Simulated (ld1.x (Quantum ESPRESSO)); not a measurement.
Reading a pseudo-wave (antimony)

Columns: radius, all-electron u(r) and pseudo u(r) of the 5p shell (level -12.05 eV) of antimony in the configuration [Ar] 3d10 4s2 4p6 4d10 5s2 5p2; PBEsol, non-relativistic, PAW scheme, ld1.x (Quantum ESPRESSO) 7.5.

```csv
r (bohr),all-electron,pseudo
0.078,0.1249,0.0302
0.155,-0.0766,0.1136
0.232,-0.1985,0.2342
0.310,-0.1459,0.3710
0.388,-0.0037,0.4968
0.465,0.1419,0.5882
0.542,0.2497,0.6318
0.620,0.3065,0.6218
0.698,0.3133,0.5612
0.775,0.2808,0.4631
0.852,0.2206,0.3423
0.930,0.1419,0.2125
1.008,0.0539,0.0876
1.085,-0.0359,-0.0239
1.162,-0.1243,-0.1218
1.240,-0.2095,-0.2095
1.318,-0.2884,-0.2884
1.395,-0.3591,-0.3591
1.472,-0.4222,-0.4222
1.550,-0.4783,-0.4783
1.628,-0.5266,-0.5266
1.705,-0.5671,-0.5671
1.782,-0.6008,-0.6008
1.860,-0.6286,-0.6286
1.938,-0.6504,-0.6504
2.015,-0.6666,-0.6666
```

(1) How many radial nodes do the two functions have?

(2) At about which radius was the pseudo-wave matched?

(3) Is the pseudo-wave norm-conserving?

Results:

(1) The all-electron 5p function has n − l − 1 = 3; the pseudo-wave has 1, since 1 lower shell of the same l stays in the valence.

(2) 1.35 bohr. The columns agree to 0.0005 from 1.24 bohr on; several derivatives are matched, so the curves merge somewhat inside the radius.

(3) No, it belongs to a PAW set: the norm inside the radius is not constrained, and the difference is carried by the augmentation charge.
